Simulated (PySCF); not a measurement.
Ge(H)(Cl)2(vinyl) (C2H4Cl2Ge), SMILES C=[CH][GeH]([Cl])[Cl].

Geometry: PBE0-D3(BJ)/def2-SVP. The values are those of a single conformer.

Two levels are set side by side: PBE/def2-TZVP (PySCF) and CAM-B3LYP/def2-TZVP (PySCF). Same geometry, gas phase. Differences are taken from unrounded values.

```json
[
 {"quantity": "orbital gap (eV)", "CAM-B3LYP": "9.87"},
 {"quantity": "highest occupied level (eV)", "CAM-B3LYP": "-9.93"},
 {"quantity": "lowest empty level (eV)", "CAM-B3LYP": "-0.06"},
 {"quantity": "dipole moment (D)", "CAM-B3LYP": "2.75"},
 {"quantity": "mean polarisability (bohr³)", "CAM-B3LYP": "74.6"}
]
```

**Question.** What does PBE give, and how far is it from CAM-B3LYP? (Estimate from the structure and the level; the computed values follow.)

**Answer.** 
```csv
quantity,PBE,PBE minus CAM-B3LYP
orbital gap (eV),5.22,-4.65
highest occupied level (eV),-7.38,2.55
lowest empty level (eV),-2.16,-2.10
dipole moment (D),2.61,-0.14
mean polarisability (bohr³),77.5,2.9
```

PBE's occupied levels lie high since its potential decays too fast outside the molecule; exact exchange lowers them and widens the gap. PBE's more diffuse valence density responds more strongly to a field. Differences between two approximate levels are no errors against the true value.

Rough cost on one machine, each run with all the roots and properties that it gave: CAM-B3LYP against PBE within a factor of 2.
